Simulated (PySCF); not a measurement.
Computed shifts of a molecule C₂H₆BNO, PBE/pcSseg-1 in PySCF, GIAO, gas phase, equivalent atoms averaged, in ppm (number of nuclei): ¹⁵N: 74.9 (1). ¹³C: 72.8 (1), 13.9 (1). ¹H: 4.77 (2), 2.93 (1), 2.69 (1), 1.69 (2). References: ¹⁵N against NH3 (σ = 267.0 ppm); ¹¹B against BF3 (σ = 83.9 ppm); ¹³C against TMS (σ = 182.0 ppm); ¹⁷O against H2O (σ = 334.3 ppm); ¹H against TMS (σ = 31.49 ppm), references at their B3LYP-D3(BJ)/def2-TZVP geometries, non-relativistic. The structure is a stationary point at PBE0-D3(BJ)/def2-SVP. One conformer was computed; it need not be the lowest.

### Question
Pick the molecule that these values belong to.
A) NB1CCO1
B) BO.CC#N
C) NB1COC1
D) C=CB(N)O

### Answer
A, NB1CCO1
